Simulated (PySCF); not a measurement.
**A small calculation by hand: entropy of an ideal gas**

Se(F)(Me) (CH₃FSe), SMILES C[Se]F.

Coordinates come from a PBE0-D3(BJ)/def2-TZVP optimisation.

PySCF 2.14.0 with PBE0-D3(BJ)/def2-TZVP gives the harmonic wavenumbers 158, 231, 621, 670, 897, 921, 1302, 1431, 1466, 3060, 3155, 3180 cm⁻¹ and the rotational temperatures 0.6117, 0.3561, 0.2321 K. The molar mass is 113.00 g/mol, the symmetry number 1, the spin multiplicity 1.

### Question
Work out the entropy at 298.15 K and 1 atm in the rigid-rotor, harmonic-oscillator model.

### Answer

Translation (Sackur–Tetrode at 1 atm): S = R[1.5 ln M + 2.5 ln T − 1.16487] = 167.7 J/(mol K).
Rotation: q = (√π/σ) T^1.5/√(θA θB θC) = 40600, S = R[ln q + 3/2] = 100.7 J/(mol K).
Vibration: with u = 1.4388 ν/T, each mode gives R[u/(e^u − 1) − ln(1 − e^−u)]:
| ν (cm⁻¹) | modes | u | S (J/(mol K)) |
|---|---|---|---|
| 158 | 1 | 0.76 | 10.77 |
| 231 | 1 | 1.11 | 7.83 |
| 621 | 1 | 3.00 | 1.74 |
| 670 | 1 | 3.23 | 1.44 |
| 897 | 1 | 4.33 | 0.59 |
| 921 | 1 | 4.44 | 0.54 |
| 1302 | 1 | 6.28 | 0.11 |
| 1431 | 1 | 6.91 | 0.07 |
| 1466 | 1 | 7.07 | 0.06 |
The stiffer modes add less than 0.005 each. Sum 23.1 J/(mol K).
Spin: R ln 1 = 0.0 J/(mol K).
Total 291.5 J/(mol K); the program's own thermochemistry gives 291.5. Translation makes up 58 % and vibration 8 %. Anharmonicity, hindered rotation and orbital degeneracy are left out.
